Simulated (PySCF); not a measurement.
CH13NO2Si4, SMILES O([SiH3])[Si](O[SiH3])(N[SiH3])C.

Geometry: B3LYP-D3(BJ)/def2-SVP. The values are those of a single conformer.

Method: PBE/def2-SVP (PySCF).

Isolated molecule, no solvent.

| Property | Value |
|---|---|
| total energy | -1407.84811 hartree |
| highest occupied level | -6.11 eV |
| lowest empty level | -0.54 eV |
| orbital gap | 5.57 eV |
| dipole moment | 0.59 D |
| quadrupole, principal values (traceless, Buckingham form, about the centre of nuclear charge) | -1.74, -1.29, 3.03 D·Å |
| mean static polarisability | 115.1 bohr³ (17.06 Å³) |
| polarisability, principal values | 104.0, 113.5, 127.8 bohr³ |
